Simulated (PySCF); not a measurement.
C₂H₂N, SMILES [CH2]C#N, multiplicity 2. Geometry: PBE0-D3(BJ)/def2-TZVP. The isomer is the one that the SMILES or the coordinates give; other isomers of the formula were not compared.

Calculation: PBE0-D3(BJ)/def2-TZVP run with PySCF 2.14.0.

Harmonic wavenumbers (cm⁻¹): 390, 439, 670, 1029, 1070, 1439, 2155, 3183, 3291. Rotational constants (GHz): 286.1, 10.37, 10.01; symmetry number 2.

### Question
Work out the zero-point energy and the ideal-gas rigid-rotor harmonic-oscillator thermochemistry at 298.15 K and 1 atm.

### Answer
ZPE = ½ Σ hcν = ½ × 13665 cm⁻¹ = 19.54 kcal/mol. H − E(el) = 22.40 kcal/mol. Entropy in cal/(mol K): translation 36.99, rotation 18.54, vibration 2.34, spin 1.38, total 59.26. G − E(el) = 4.73 kcal/mol. Cp = 12.47 cal/(mol K).
